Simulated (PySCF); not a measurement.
**How exact exchange moves a shielding**

Molecule: `BC(C)C`, C₃H₉B.

Molfile (atoms numbered from 1):
```
C3H9B
     RDKit          3D

 13 12  0  0  0  0  0  0  0  0999 V2000
   -0.0075    1.2251   -0.4638 B   0  0  0  0  0  0  0  0  0  0  0  0
   -0.0946   -0.3234   -0.4958 C   0  0  0  0  0  0  0  0  0  0  0  0
   -1.4420   -0.9518   -0.1535 C   0  0  0  0  0  0  0  0  0  0  0  0
    1.0868   -1.0988    0.0795 C   0  0  0  0  0  0  0  0  0  0  0  0
    1.0697    1.7794   -0.4202 H   0  0  0  0  0  0  0  0  0  0  0  0
   -1.0043    1.8996   -0.6080 H   0  0  0  0  0  0  0  0  0  0  0  0
    0.0079   -0.3403   -1.6192 H   0  0  0  0  0  0  0  0  0  0  0  0
   -1.6181   -0.9193    0.9341 H   0  0  0  0  0  0  0  0  0  0  0  0
   -2.2756   -0.4205   -0.6364 H   0  0  0  0  0  0  0  0  0  0  0  0
   -1.4902   -2.0105   -0.4569 H   0  0  0  0  0  0  0  0  0  0  0  0
    2.0497   -0.6725   -0.2390 H   0  0  0  0  0  0  0  0  0  0  0  0
    1.0669   -2.1594   -0.2204 H   0  0  0  0  0  0  0  0  0  0  0  0
    1.0651   -1.0743    1.1812 H   0  0  0  0  0  0  0  0  0  0  0  0
  1  2  1  0
  2  3  1  0
  2  4  1  0
  1  5  1  0
  1  6  1  0
  2  7  1  0
  3  8  1  0
  3  9  1  0
  3 10  1  0
  4 11  1  0
  4 12  1  0
  4 13  1  0
M  END
```

GIAO shieldings (ppm, equivalent atoms averaged) in PySCF on the PBE0-D3(BJ)/def2-SVP geometry, basis pcSseg-2, gas phase, non-relativistic:

| functional | exact exchange (%) | σ(B1) | σ(C2) |
| --- | --- | --- | --- |
| BLYP | 0 | 2.7 | 121.3 |
| BP86 | 0 | 5.4 | 126.6 |
| PBE | 0 | 3.1 | 126.1 |
| B3LYP | 20 | 8.5 | 129.4 |
| PBE0 | 25 | 11.0 | 135.9 |
| BHandHLYP | 50 | 17.6 | 139.3 |
| HF | 100 | 35.5 | 153.8 |

(1) Fit each shielding as a line in the percentage of exact exchange.

(2) What does the line predict for mPW1PW91 (25 %), and what does the run give?

## Answers

(1) σ(B1) = 3.2 + 0.31 x (rms 1.1 ppm); σ(C2) = 125.1 + 0.29 x (rms 2.2 ppm). The functionals also differ in their semilocal parts, which the line can't hold; Hartree–Fock has no correlation at all.

(2) σ(B1): 10.9 predicted, 12.0 computed; σ(C2): 132.3 predicted, 135.6 computed ppm.
